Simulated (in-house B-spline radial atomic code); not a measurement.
Results of a calculation; reference values are marked as such.
# Weak and strong correlation along the adiabatic connection

Two-electron singlets in several external potentials (atomic units), by full CI in B-splines with partial waves to l = 8 (correlation energies up to 0.6 % small). The repulsion is scaled by λ at fixed density; W(λ) is the mean repulsion less the Hartree energy, W(0) = E_x, and the area under W from 0 to 1 is E_xc.

One system gave this curve:

```csv
λ,W (hartree)
0,-0.4836
0.02,-0.4856
0.05,-0.48852
0.12,-0.49501
0.25,-0.50597
0.4,-0.51707
0.6,-0.52974
0.8,-0.54043
1,-0.54956
1.4,-0.56425
2,-0.58028
3,-0.59788
4.5,-0.61388
7,-0.62903
10,-0.63953
```

Q: Which system is it?
A. −Z/r, Z = 2, wall at 2.8 bohr
B. −V exp(−r²/w²), V = 7.08, w = 8.08
C. −Z/r, Z = 3, wall at 2 bohr
D. −Z exp(−kr)/r, Z = 8.79, k = 3.27

A: B. The exchange energy sets the size: −V exp(−r²/w²), V = 7.08, w = 8.08: E_x = -0.484, E_c = -0.0377; −Z exp(−kr)/r, Z = 8.79, k = 3.27: E_x = -4.72, E_c = -0.0463; −Z/r, Z = 3, wall at 2 bohr: E_x = -1.7, E_c = -0.043; −Z/r, Z = 2, wall at 2.8 bohr: E_x = -1.09, E_c = -0.0413 hartree.
